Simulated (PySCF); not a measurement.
## A series of derivatives of C[SiH](C)C=CC=O

Parent skeleton `[CH3:1][SiH:2]([CH3:3])[CH:4]=[CH:5][CH:6]=[O:7]`; one hydrogen on atom 6 is replaced by X. Hydrogens on one atom are averaged.

Calculated, not measured (PySCF 2.14): GFN2-xTB geometry, GIAO PBE0/pcSseg-1 shieldings. Non-relativistic, one averaged value for each set of equivalent atoms, in vacuum, single conformer.

Referencing at the same level of theory: TMS for 13C (σ = 186.93 ppm) and 29Si (σ = 349.16 ppm) and 1H (σ = 31.72 ppm); 17O (σ = 336.08 ppm) vs H2O.

Parent (X = H): C1/C3 0.0, Si2 -32.8, C4 178.0, C5 143.2, C6 195.5, O7 652.2, H(C1)/H(C3) 0.15, H(Si2) 4.89, H(C4) 7.76 ppm. Effects are Δδ = δ(X) − δ(H), positive for deshielding.

Problem. Order these by the shift of O7, most shielded first.
A. X = OH
B. X = propynyl
C. X = allyl
D. X = NHSiH3
E. X = ethynyl
F. X = CH2OCH3

Solution. D (-254.6 ppm), A (-241.7 ppm), C (-20.6 ppm), B (-14.0 ppm), F (-2.7 ppm), E (-0.9 ppm).

Problem. Order these by the shift of C4, most shielded first.
A. X = allyl
B. X = OH
C. X = CH2SiH3
D. X = CHF2
E. X = NHCH3
F. X = CH2OCH3

Solution. E (-24.6 ppm), A (-21.4 ppm), F (-19.0 ppm), B (-15.2 ppm), C (-5.3 ppm), D (+2.1 ppm).

Problem. Order these by the shift of C5, most shielded first.
A. X = NHSiH3
B. X = propynyl
C. X = allyl
D. X = CH2OCH3
E. X = OH

Solution. A (-6.5 ppm), E (-3.1 ppm), D (-0.5 ppm), C (+3.1 ppm), B (+7.1 ppm).

Unscaled 17O shifts of doubly bonded oxygen tend to come out too high, by tens of ppm or more. Experimental scales use liquid or dissolved standards, which lie at an offset from isolated H2O (liquid H2O: subtract about 36 ppm).
